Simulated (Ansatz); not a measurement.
Basis-set series for CH5NSSi, SMILES `N[SiH2]C=S`. The species carries charge 0 and has multiplicity 1. The structure was optimised at the PBE0-D4/def2-TZVP level. It is one conformer, not always the lowest.

```xyz
9

N    -0.884    0.229   -1.167
Si    0.181   -0.673   -0.196
C     0.752    0.469    1.188
S     0.162    1.951    1.425
H    -1.204    1.116   -0.808
H    -1.507   -0.173   -1.844
H    -0.411   -1.879    0.456
H     1.391   -1.142   -0.927
H     1.521    0.100    1.873
```

```
functional       basis  functions  energy (Eh)  HOMO (eV)  LUMO (eV)
   PBE0-D4  def2-TZVPP        216   -783.23891      -6.52      -2.71
   PBE0-D4  def2-QZVPP        404   -783.26688      -6.55      -2.75
   ωB97M-V  def2-TZVPP        216   -783.52430      -8.69      -0.52
   ωB97M-V  def2-QZVPP        404   -783.55055      -8.73      -0.59
```

Give the rows for def2-SVP. (Estimate.)

Ansatz gave: 
```json
{"functional": "PBE0-D4", "basis": "def2-SVP", "functions": "89", "energy (Eh)": "-782.88310", "HOMO (eV)": "-6.39", "LUMO (eV)": "-2.55"}
{"functional": "ωB97M-V", "basis": "def2-SVP", "functions": "89", "energy (Eh)": "-783.16412", "HOMO (eV)": "-8.54", "LUMO (eV)": "-0.28"}
```
